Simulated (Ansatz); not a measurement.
Reaction (cleavage of the Si–Ge bond): `[SiH3][SiH2][SiH2][GeH3]` + NH₃ → `N[SiH2][SiH2][SiH3]` + GeH₄

Computed with Ansatz on PBE0-D4/def2-TZVP structures; ΔE is electronic, products minus reactants. CCSD(T)/CBS adds triple-zeta CCSD(T) − MP2 to the extrapolated MP2 energy (def2 sets, frozen cores). This one scheme is used for every species. Functionals use def2-TZVPP. B3LYP here is the variant with VWN-RPA as its local correlation; programs differ in this. For Ge outer-core shells are correlated without core-valence functions, which leaves a few kJ/mol of doubt a bond. Scalar relativity is left out up to krypton. One conformer a species, not always the lowest.

`[SiH3][SiH2][SiH2][GeH3]`:

```xyz
14

Si    0.818   -0.213    2.203
Si   -0.674    1.118    0.990
Si   -0.181    0.973   -1.289
Ge   -0.187   -1.308   -1.971
H     2.216    0.228    1.945
H     0.552   -0.130    3.664
H     0.682   -1.631    1.772
H    -0.595    2.531    1.458
H    -2.063    0.628    1.216
H     1.169    1.550   -1.542
H    -1.173    1.737   -2.096
H     0.944   -2.073   -1.263
H     0.014   -1.437   -3.490
H    -1.523   -1.973   -1.598
```

NH₃:

```xyz
4

N     0.132    0.193    0.157
H    -0.859    0.386    0.076
H     0.505    0.156   -0.783
H     0.222   -0.735    0.550
```

`N[SiH2][SiH2][SiH3]`:

```xyz
13

N    -1.986    0.690   -1.821
Si   -0.853   -0.372   -1.073
Si    0.369    0.792    0.547
Si    1.839   -0.656    1.649
H    -2.585    1.263   -1.249
H    -2.464    0.399   -2.659
H     0.057   -0.878   -2.136
H    -1.439   -1.580   -0.409
H    -0.565    1.381    1.552
H     1.136    1.910   -0.070
H     2.784   -1.264    0.674
H     1.078   -1.750    2.310
H     2.628    0.064    2.685
```

GeH₄:

```xyz
5

Ge    0.000    0.000    0.000
H    -1.044   -0.430    1.039
H    -0.712    0.507   -1.260
H     0.886   -1.199   -0.361
H     0.869    1.122    0.583
```

**Question.** Is it downhill or uphill in electronic energy at CCSD(T)/CBS, and by how much? (An estimate is asked.)

**Answer.** The calculation gave: Downhill: ΔE = -2.4 kcal/mol.

**Question.** What do these levels give: r2SCAN-D4, PBE0-D4, B3LYP-D4, ωB97X-V, r2SCAN, MP2/def2-TZVPP, CCSD(T)/def2-TZVPP, HF/def2-QZVPP, MP2/def2-QZVPP, SCS-MP2/def2-QZVPP, MP2/CBS(def2), CCSD/CBS(def2)? (An estimate is asked.)

**Answer.** Computed: r2SCAN-D4 -2.4, PBE0-D4 -0.8, B3LYP-D4 -3.2, ωB97X-V -3.8, r2SCAN -2.7, MP2/def2-TZVPP -3.4, CCSD(T)/def2-TZVPP -2.8, HF/def2-QZVPP -8.8, MP2/def2-QZVPP -3.3, SCS-MP2/def2-QZVPP -4.7, MP2/CBS(def2) -3.0, CCSD/CBS(def2) -3.2 kcal/mol.

Largest T1 diagnostic among the species: 0.013.

In def2-TZVPP, CCSD(T) changes the Hartree–Fock value by +5.6 kcal/mol (the triples alone add +0.7 kcal/mol) and MP2 by +4.9 kcal/mol. From PBE to PBE0 (25 % exact exchange), in def2-TZVPP and without D4, ΔE moves by −0.9 kcal/mol.
